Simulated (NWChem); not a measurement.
Species: C2H3F2NSi; SMILES C([SiH](F)F)C#N

```xyz
9

N     -0.2500    -2.9717    -0.2472
C      0.2355    -1.9772     0.1049
C      0.8146    -0.7003     0.5012
Si    -0.0516     0.7532    -0.3381
F     -1.5069     0.9364     0.3019
F      0.8078     2.0613     0.0090
H      0.7475    -0.5787     1.5899
H      1.8802    -0.6783     0.2382
H     -0.1641     0.5995    -1.7991
```
Atoms are numbered in this order, from 1.

All runs: NWChem. Medium grid unless said otherwise, to which SCAN and Minnesota functionals are sensitive. The geometry was optimised at B3LYP/6-31G* (spherical d). Total energies of different functionals are on different scales.

```json
[
 {"level": "PBE/def2-TZVP", "energy (Ha)": "-621.7215", "highest occupied level (eV)": "-7.97", "orbital gap (eV)": "6.96", "dipole (D)": "2.98"},
 {"level": "B3LYP/def2-TZVP", "energy (Ha)": "-622.2507", "highest occupied level (eV)": "-9.09", "orbital gap (eV)": "8.82", "dipole (D)": "3.00"},
 {"level": "r2SCAN/def2-TZVP", "energy (Ha)": "-622.0447", "highest occupied level (eV)": "-8.25", "orbital gap (eV)": "7.55", "dipole (D)": "3.07"},
 {"level": "M06-2X/def2-TZVP", "energy (Ha)": "-622.0908", "highest occupied level (eV)": "-10.62", "orbital gap (eV)": "11.45", "dipole (D)": "2.97"},
 {"level": "LDA (Slater exchange, VWN5)/def2-TZVP", "energy (Ha)": "-618.6532", "highest occupied level (eV)": "-8.16", "orbital gap (eV)": "6.85", "dipole (D)": "3.04"}
]
```
